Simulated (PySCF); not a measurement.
Screening by computed properties: pick the candidate that meets the target.

Each SMILES stands for a single optimised conformer of the isolated species, non-relativistic unless stated; the electronic structure was computed with PySCF and density fitting.

Dipoles, sizes and rotational constants follow the conformer. The torsions of the flexible species, by atom-mapped SMILES:
- `[BH3-:1][N+:2]#[C:3][CH2:4][CH2:5][F:6]`: C3–C4–C5–F6 180°
- `[CH3:1][O:2][C:3](=[O:4])[C:5]#[C:6][CH:7]([Cl:8])[Cl:9]`: C1–O2–C3–O4 0°
- `[CH3:1][N:2]([CH3:3])[Ge@@H:4]([CH3:5])[O:6][SiH3:7]`: C1–N2–Ge4–C5 163°, N2–Ge4–O6–Si7 -18°
- `[NH2:1][SiH2:2][SeH:3]`: H–N1–Si2–Se3 150°, H–N1–Si2–Se3 -57°, H–Se3–Si2–N1 -55°

Question: Wanted: dipole moment below 1.6 D (PBE0/def2-SVPD) and lowest singlet excitation above 5 eV (TDDFT PBE0/def2-SVPD), at PBE0-D3(BJ)/def2-SVP geometries. Which candidate meets both?
A. `[N+](#CCCF)[BH3-]`
B. `[GeH]([GeH3])([GeH3])[GeH3]`
C. `C[N](C)[Ge@@H]([CH3])[O][SiH3]`
D. `COC(=O)C#CC(Cl)Cl`

Answer: B. Computed values:
| species | dipole moment | lowest singlet excitation |
| --- | --- | --- |
| [GeH]([GeH3])([GeH3])[GeH3] | 0.12 D | 6.46 eV |
| COC(=O)C#CC(Cl)Cl | 1.28 D | 4.68 eV |
| C[N](C)[Ge@@H]([CH3])[O][SiH3] | 1.90 D | 5.61 eV |
| [N+](#CCCF)[BH3-] | 5.42 D | 5.50 eV |

Question: Wanted: static isotropic polarisability below 90 au (PBE0/def2-SVPD) and smallest rotational constant above 1.7 GHz (PBE0-D3(BJ)/def2-SVP), at PBE0-D3(BJ)/def2-SVP geometries. Which candidate meets both?
A. `C[N](C)[Ge@@H]([CH3])[O][SiH3]`
B. `[BH3-][N+]#CCCF`
C. `[GeH3][GeH]([GeH3])[GeH3]`
D. `N[SiH2][SeH]`

Answer: D. Computed values:
```csv
species,static isotropic polarisability,smallest rotational constant
N[SiH2][SeH],66.3 au,2.160 GHz
[BH3-][N+]#CCCF,68.5 au,1.165 GHz
C[N](C)[Ge@@H]([CH3])[O][SiH3],104.7 au,0.943 GHz
[GeH3][GeH]([GeH3])[GeH3],140.6 au,0.405 GHz
```

Question: Wanted: lowest triplet excitation (Tamm–Dancoff) above 5.6 eV (TDA PBE0/def2-SVPD) and electronic spatial extent ⟨r²⟩ about the centre of nuclear charge above 1000 bohr² (PBE0/def2-SVPD), at PBE0-D3(BJ)/def2-SVP geometries. Which candidate meets both?
A. `C[N](C)[Ge@@H]([CH3])[O][SiH3]`
B. `N[SiH2][SeH]`
C. `[GeH3][GeH]([GeH3])[GeH3]`
D. `COC(=O)C#CC(Cl)Cl`

Answer: C. Computed values:
| species | lowest triplet excitation (Tamm–Dancoff) | electronic spatial extent ⟨r²⟩ about the centre of nuclear charge |
| --- | --- | --- |
| COC(=O)C#CC(Cl)Cl | 4.24 eV | 2594 bohr² |
| N[SiH2][SeH] | 5.04 eV | 547 bohr² |
| C[N](C)[Ge@@H]([CH3])[O][SiH3] | 5.39 eV | 1449 bohr² |
| [GeH3][GeH]([GeH3])[GeH3] | 5.75 eV | 2368 bohr² |
